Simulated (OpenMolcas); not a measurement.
**Levels of Br5+ by method**

- Program: OpenMolcas
- Basis: ANO-RCC [9s8p6d4f2g]
- Scalar Hamiltonian: DKH2, point nucleus
- Active space: 2 electrons in 9 orbitals (RAS2 4s 4p; RAS3 4d, at most 2 electrons)
- State averaging: 2S+1 = 3 even, 3 roots; 2S+1 = 1 even, 7 roots; 2S+1 = 3 odd, 3 roots; 2S+1 = 1 odd, 3 roots
- Spin-orbit coupling: RASSI with atomic mean-field integrals over the reference wave functions, term energies averaged over their components

Methods on the same reference wave functions:
A. RASSCF
B. SS-RASPT2, IPEA 0.25 Eh, imaginary shift 0.1 Eh (closed shells correlated: 3d)
C. MS-RASPT2, IPEA 0.25 Eh, imaginary shift 0.1 Eh (closed shells correlated: 3d)

Energies in cm⁻¹ above 4s² ¹S₀, the measured ground level; measured values from Moore, Atomic Energy Levels, vol. II, NSRDS-NBS 35 (1971 reprint of NBS Circular 467, 1952).

| Level | A | B | C | Measured |
| --- | --- | --- | --- | --- |
| 4s² ¹S₀ | 0.0 | 0.0 | 0.0 | 0.0 |
| 4s 4p ³P°₀ | 99880 | 102235 | 102316 | 104316 |
| 4s 4p ³P°₁ | 101809 | 104151 | 104231 | 106431 |
| 4s 4p ³P°₂ | 106137 | 108493 | 108573 | 111336 |
| 4s 4p ¹P°₁ | 153217 | 151452 | 151533 | 151274 |
| 4p² ³P₀ | 241125 | 242620 | 242696 | 244136 |
| 4p² ¹D₂ | 241976 | 244831 | 244911 |  |
| 4p² ³P₁ | 243869 | 245433 | 245513 | 247406 |
| 4p² ³P₂ | 249104 | 250985 | 251065 | 253892 |

Deviations, from unrounded energies. A percentage is the sum of absolute deviations over the sum of measured energies, with the sign that they share, or ± where signs differ.

```tsv
Against measurement	Levels	A	B	C
mean absolute deviation (cm-1)	7	3900	2000	1900
other configurations (%)	7	±2.3	±1.1	±1.1
```

B, C lie about equally close to measurement and A furthest from it. The largest miss of C in the table is 4p² ³P₂, by -2800 cm-1. The ranking rests on the paired levels alone, and a cruder setting can come out closer through cancelling errors.

Between B and C the level of the table that moves most is 4p² ¹D₂, by 80 cm-1 (lowest in B, highest in C).

The lowest spin-free term lies below A's lowest term by 0.209 hartree in B, 0.210 hartree in C.

Active for correlation alone: 4d; no level in the range computed is led by a configuration that fills it, so any true level of that kind is missing. Some terms mix strongly with configurations of 4d, whose occupation reaches 0.18 (4p² ¹D). Measured partners are found by configuration, term and J. A level has none where our copy of the source lacks it or the pairing is in doubt (some pairs that miss far off the trend of their configuration count as doubtful), and it then counts in no deviation. Only configurations of the active space appear. Levels that lie high or do not pair safely by name in every column are left out.

° marks odd parity.
